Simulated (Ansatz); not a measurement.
Start from `[CH3][Ta]([CH3])([CH3])=[O]` and change one atom or group to get `[CH3][Ta]([CH3])(=[O])[OH]`.

Ansatz, PBE0-D4/def2-TZVP geometries, multiplicity 1. Each molecule was computed in one conformer, which needn't be the lowest.

Elements past krypton have def2 core potentials.

| property | `[CH3][Ta]([CH3])([CH3])=[O]` |
| --- | --- |
| size of the dipole moment (PBE/def2-TZVPP) / D | 2.93 |
| LUMO energy (B3LYP/def2-TZVPP) / eV | -1.48 |
| ideal-gas entropy at 298 K and 1 bar (rigid rotor, harmonic PBE0-D4/def2-TZVP) / J/(mol·K) | 420 |
| size of the dipole moment (ωB97M-V/def2-TZVPP) / D | 3.18 |
| LUMO energy (ωB97M-V/def2-TZVPP) / eV | 0.80 |
| HOMO–LUMO gap (ωB97M-V/def2-TZVPP) / eV | 11.25 |

**Question.** Give the same properties after the change, and the shifts. (An estimate is asked.)

**Answer.** Ansatz gave: 
| property | `[CH3][Ta]([CH3])(=[O])[OH]` | shift |
| --- | --- | --- |
| size of the dipole moment (PBE/def2-TZVPP) / D | 3.98 | 1.05 |
| LUMO energy (B3LYP/def2-TZVPP) / eV | -1.68 | -0.20 |
| ideal-gas entropy at 298 K and 1 bar (rigid rotor, harmonic PBE0-D4/def2-TZVP) / J/(mol·K) | 407 | -13 |
| size of the dipole moment (ωB97M-V/def2-TZVPP) / D | 4.26 | 1.08 |
| LUMO energy (ωB97M-V/def2-TZVPP) / eV | 0.66 | -0.14 |
| HOMO–LUMO gap (ωB97M-V/def2-TZVPP) / eV | 11.09 | -0.16 |

The zero-point energy changes by -57.4 kJ/mol with -6 modes. Dipoles are sizes alone; their direction can turn. Modes under 60 cm⁻¹, often nearly free rotors, make the harmonic entropy too high.

B3LYP here is the variant with VWN-RPA as its local correlation; programs differ in this.

Positive LUMOs are unbound, so they and the gaps depend on the basis.
